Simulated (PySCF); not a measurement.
PySCF input file for C₄H₃Cl₂F, SMILES F[C@@H](Cl)C=C=CCl, PBE/pcSseg-1. Coordinates come from a TPSSh-D3(BJ)/def2-SVP optimisation. The structure was generated by enumeration; whether it is a known compound was not checked. Other conformers were not sampled.

```python
import numpy as np
from pyscf import gto, scf, dft
from pyscf.prop.nmr import rks as nmr

mol = gto.M(
    atom='''
    F    -2.10753509   -1.27057886    0.44446648
    C    -1.44866433   -0.26797434   -0.19998531
    Cl   -2.64318117    1.03546012   -0.59361275
    C    -0.37631663    0.29399754    0.68222013
    C     0.87598958    0.38675268    0.29978542
    C     2.11577370    0.49403942   -0.10700696
    Cl    3.30387220   -0.76332365    0.12615625
    H    -1.06627843   -0.63932270   -1.15916468
    H    -0.70184319    0.62866965    1.67475807
    H     2.50349582    1.37865096   -0.61911078
    ''',
    basis='pcSseg-1',
    charge=0,
    spin=0,
    max_memory=1600,
    verbose=3,
)
mf = dft.RKS(mol, xc='pbe')
mf.grids.level = 3
mf.conv_tol = 1e-10
mf.max_cycle = 100
mf.kernel()
n = nmr.NMR(mf)
n.verbose = 2
n.max_cycle_cphf = 60
sigma = n.kernel()
print('atom   isotropic/ppm   span/ppm')
for i, s in enumerate(sigma):
    w = np.linalg.eigvalsh((s + s.T) / 2)
    print(f'{mol.atom_symbol(i):2s}{i + 1:3d} {w.mean():14.3f} {w[2] - w[0]:11.3f}')
```

It prints:

```
converged SCF energy = -1173.68432202178
atom   isotropic/ppm   span/ppm
F   1        287.414     130.652
C   2         65.427      74.259
Cl  3        599.154     722.028
C   4         73.010     139.931
C   5        -34.731      35.272
C   6         73.995     121.787
Cl  7        711.488     336.113
H   8         24.638       6.445
H   9         25.037       4.295
H  10         24.816       8.945
```

The run converged.
